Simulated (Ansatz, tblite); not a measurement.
Forces on the cluster Sc3N3 at its PBE-D4/def2-SVP geometry. The state is a singlet with charge 0.

The xTB rows come from tblite. The structure comes from a short search, and lower isomers may exist.

GFN1-xTB (tblite), largest force 3.01 eV/Å:

```xyz
6
positions Å, forces eV/Å
Sc   -0.688   -1.920    0.063    0.614   -0.960    1.357
Sc    0.990    0.893    1.545    0.526   -1.109    1.278
Sc   -0.367    0.710   -0.932   -0.500    0.515   -0.412
N     1.143    1.658   -0.085    1.336    1.686   -1.647
N    -0.532   -1.152   -1.566    0.157   -0.291   -2.690
N    -0.546   -0.188    0.975   -2.134    0.158    2.114
```

GFN2-xTB (tblite), largest force 2.55 eV/Å:

```
Sc -0.065 -1.699 1.574
Sc 0.598 -0.587 2.160
Sc -0.542 0.982 -1.251
N 1.132 1.682 -1.553
N 0.009 -0.202 -2.546
N -1.132 -0.177 1.616
```

PBE-D4/def2-TZVP (Ansatz), largest force 0.34 eV/Å:

```
Sc -0.069 -0.222 0.194
Sc 0.049 -0.025 0.297
Sc -0.133 0.136 -0.108
N 0.189 0.222 -0.170
N 0.010 -0.078 -0.329
N -0.046 -0.033 0.115
```
